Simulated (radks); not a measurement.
Values are calculated unless marked as measured or tabulated.
Species: the palladium ion Pd2+. Configuration: [Kr] 4d7 5p1 (not the ground configuration).

Level of theory: Dirac Kohn-Sham, PBE, spin-unpolarised, spherical densities, finite nucleus; open shells fill j = l - 1/2 first; Fermi nuclear charge, rms radius 4.5318 fm (a radial shooting solver on a logarithmic mesh with Libxc functionals).

Energy parts (hartree):
| part | energy |
|---|---|
| total | -5045.23762 |
| kinetic | 5269.82237 |
| electron-nucleus | -12180.37581 |
| Hartree | 2008.40988 |
| exchange-correlation | -143.09406 |

Orbitals (lengths in bohr, moments of r in powers of bohr; <r^-3> diverges for s and p1/2; r(90%) holds 90 % of the orbital's charge):
| orbital | occ. | eigenvalue (hartree) | <1/r> | r(90%) | <r^-3> | <r> |
|---|---|---|---|---|---|---|
| 1s1/2 | 2 | -888.7191 | 48.24 | 0.0571 | - | 0.03185 |
| 2s1/2 | 2 | -130.7337 | 11.09 | 0.214 | - | 0.1380 |
| 2p1/2 | 2 | -121.3481 | 11.07 | 0.192 | - | 0.1171 |
| 2p3/2 | 4 | -115.4906 | 10.43 | 0.199 | 3252 | 0.1221 |
| 3s1/2 | 2 | -24.53281 | 3.863 | 0.559 | - | 0.3790 |
| 3p1/2 | 2 | -20.82894 | 3.767 | 0.560 | - | 0.3712 |
| 3p3/2 | 4 | -19.80771 | 3.612 | 0.575 | 576.1 | 0.3820 |
| 3d3/2 | 4 | -13.25167 | 3.444 | 0.564 | 87.75 | 0.3555 |
| 3d5/2 | 6 | -13.04801 | 3.404 | 0.569 | 82.82 | 0.3590 |
| 4s1/2 | 2 | -4.27749 | 1.473 | 1.36 | - | 0.9384 |
| 4p1/2 | 2 | -3.12245 | 1.356 | 1.48 | - | 1.005 |
| 4p3/2 | 4 | -2.95411 | 1.309 | 1.53 | 95.05 | 1.034 |
| 4d3/2 | 4 | -1.19704 | 1.013 | 2.05 | 9.186 | 1.315 |
| 4d5/2 | 3 | -1.17627 | 1.001 | 2.07 | 8.596 | 1.329 |
| 5p1/2 | 1 | -0.59848 | 0.4319 | 4.32 | - | 2.958 |
| 5p3/2 | 0 | -0.58108 | 0.4199 | 4.43 | 9.871 | 3.034 |

The highest occupied level is 5p1/2 at -16.285 eV. Summed over all electrons, <r^2> = 36.57 bohr^2, which gives a Langevin (diamagnetic) susceptibility term of -29 x 10^-6 cm^3/mol. The density falls to 0.001 e/bohr^3 at r = 4.00 bohr.
